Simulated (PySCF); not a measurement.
Rigid-rotor lines calculated for a species of formula C7H9F2N (commonest isotopes; PBE0-D3(BJ)/def2-SVP geometry optimisation, gas phase (PySCF 2.14.0)), labelled J(Ka,Kc):

```tsv
transition	MHz
1(1,1) ← 0(0,0)	3399.8
2(0,2) ← 1(0,1)	3127.0
2(1,1) ← 1(1,0)	3215.5
1(0,1) ← 0(0,0)	1564.9
2(1,2) ← 1(1,1)	3044.3
```

Q: Find the rotational constants.

A: 1(0,1) ← 0(0,0) is B + C, 2(1,1) ← 1(1,0) is 3B + C and 2(1,2) ← 1(1,1) is B + 3C, so B − C is half the difference of the last two, 85.6 MHz. 1(1,1) ← 0(0,0) is A + C. A = 2660.2, B = 825.3, C = 739.7 MHz.

Q: What moments of inertia, asymmetry and inertial defect follow?

A: I = 505379 MHz·u·Å² over each constant: Ia = 189.98, Ib = 612.39, Ic = 683.24 u·Å²; κ = (2B − A − C)/(A − C) = -0.911 (near-prolate asymmetric top); Δ = Ic − Ia − Ib = -119.13 u·Å².

Q: Which dipole components do these lines need?

A: μa and μb (a-type: ΔKa even, ΔKc odd; b-type: both odd). The calculation gives |μa| = 1.54 D, |μb| = 2.19 D, |μc| = 0.34 D.

Q: Where do these fall, and of which type are they? 4(4,0) ← 3(3,1); 3(0,3) ← 2(1,2); 2(2,0) ← 1(1,1); 2(2,1) ← 1(1,0); 4(3,2) ← 4(2,2); 2(1,2) ← 1(0,1); 2(1,1) ← 2(0,2); 2(1,2) ← 2(0,2); 4(4,1) ← 4(3,1); 4(1,3) ← 3(0,3); 4(1,3) ← 4(1,4); 3(2,1) ← 2(1,1); 3(3,1) ← 2(2,0); 2(1,1) ← 1(0,1); 3(3,0) ← 3(2,1); 2(2,1) ← 2(1,2).

A: 
```
     transition    MHz  type  branch
4(1,3) ← 4(1,4)    855     a       Q
2(1,2) ← 2(0,2)   1752     c       Q
2(1,1) ← 2(0,2)   2009     b       Q
3(0,3) ← 2(1,2)   2931     b       R
2(1,2) ← 1(0,1)   4879     b       R
2(1,1) ← 1(0,1)   5136     c       R
2(2,1) ← 2(1,2)   5761     b       Q
4(1,3) ← 3(0,3)   8572     c       R
2(2,1) ← 1(1,0)   8720     b       R
2(2,0) ← 1(1,1)   8809     b       R
4(3,2) ← 4(2,2)   9355     c       Q
3(3,0) ← 3(2,1)   9376     b       Q
3(2,1) ← 2(1,1)  10214     c       R
4(4,1) ← 4(3,1)  13138     c       Q
3(3,1) ← 2(2,0)  14082     b       R
4(4,0) ← 3(3,1)  19404     b       R
```

Q: Which structure gave them?

A: `N#C[C@@H]1CC[C@@H](C(F)F)C1`, point group C1. Three constants can't fix a structure by themselves; this is the one that was computed:
```
atom  x, y, z in Å
N1     2.409   -2.295   -1.160
C2     2.025   -1.243   -0.870
C3     1.498    0.065   -0.481
C4     1.203    0.118    1.026
C5    -0.108   -0.660    1.175
C6    -0.840   -0.508   -0.182
C7    -2.191    0.153   -0.050
F8    -2.754    0.311   -1.270
F9    -2.058    1.388    0.496
C10    0.106    0.302   -1.085
H11    2.227    0.828   -0.797
H12    1.053    1.175    1.298
H13    2.021   -0.276    1.645
H14   -0.706   -0.280    2.017
H15    0.095   -1.722    1.377
H16   -1.018   -1.500   -0.625
H17   -2.890   -0.421    0.583
H18   -0.122    1.375   -0.995
H19    0.034    0.029   -2.146
```

The values belong to one conformer (point group C1) with, in the numbering `[N:1]#[C:2][C@@H:3]1[CH2:4][CH2:5][C@@H:6]([CH:7]([F:8])[F:9])[CH2:10]1`, C5–C6–C7–F8 177°, C2–C3–C4–C5 -77°, C3–C4–C5–C6 -27°, C4–C5–C6–C7 -120°, C5–C6–C10–C3 23°. No frequency check. Zero-point vibration and centrifugal distortion are left out. Quadrupole hyperfine structure (14N) is left out.

The run took about 6 min of CPU time (one thread, shared machine). This is the geometry optimisation.
